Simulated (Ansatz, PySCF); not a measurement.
CH8O2Si3, SMILES O=CO[SiH2][SiH2][SiH3].

Coordinates come from a TPSSh-D3(BJ)/def2-SVP optimisation. This is a generated structure with no PubChem entry under its InChIKey; it may be hypothetical. Other conformers were not sampled.

Vertical ionisation energy (IE) and electron affinity (EA) in eV. Rows of orbital energies are one-electron estimates. Where ΔSCF, EOM or ADC give a negative EA the extra electron is unbound and the value depends on the basis.

```tsv
level	IE	EA
−ε(HOMO), −ε(LUMO), HF/def2-TZVP (PySCF)	10.50	-2.61
−ε(HOMO), −ε(LUMO), PBE/def2-TZVP (PySCF)	6.87	1.75
ΔSCF, PBE0/def2-SVPD (Ansatz), final states of multiplicity 2 and 2	9.79	-0.80
ΔSCF, PBE/def2-SVPD (Ansatz), final states of multiplicity 2 and 2	9.43	-0.59
```

Q: What vertical singlet–triplet gap does ΔSCF give with PBE0/def2-SVPD (Ansatz, a program for electronic structure) and with PBE/def2-SVPD (Ansatz)? (An estimate is asked for; the answer gives what the named calculation found.)

A: 5.12 and 5.11 eV (triplet above singlet where positive).
